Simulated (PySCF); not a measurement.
## Dipole response of Rb⁺ (rubidium, charge +1)

[Kr], closed-shell 1S. Calculation: PySCF 2.14, in x2c-QZVPPall with one added diffuse shell each of s, p, d, f, g type (14s9p8d4f3g, 136 functions); the spin-free X2C one-electron Hamiltonian (Gaussian nucleus). Coupled (time-dependent) response in atomic units; α is the mean over directions.

| method | mean α (bohr³) | C₆ (like pair) | S(−4) |
| --- | --- | --- | --- |
| UHF | 8.990 | 53.49 | 13.00 |
| PBE | 9.421 | 56.51 | 15.09 |
| PBE0 | 9.218 | 55.05 | 14.11 |

S(−4) is the Cauchy moment in α(ω) = α(0) + S(−4) ω² + …

α(iu) at PBE:

```
u (hartree)  α(iu) (bohr³)
          0          9.421
     0.0500          9.383
      0.100          9.273
      0.200          8.860
      0.300          8.261
      0.500          6.843
      0.750          5.204
       1.00          3.954
       1.50          2.407
       2.00          1.589
       3.00         0.8351
       5.00         0.3538
```

A single London oscillator, α(iu) = α/(1 + u²/ω²), gives C₆ = (3/4) ω α². Matching the computed C₆ needs ω = 4 × 56.51 / (3 × 9.421²) = 0.849 hartree.

For an ion, C₆ is the dispersion term alone; charge-induced terms of lower order in 1/R come first.
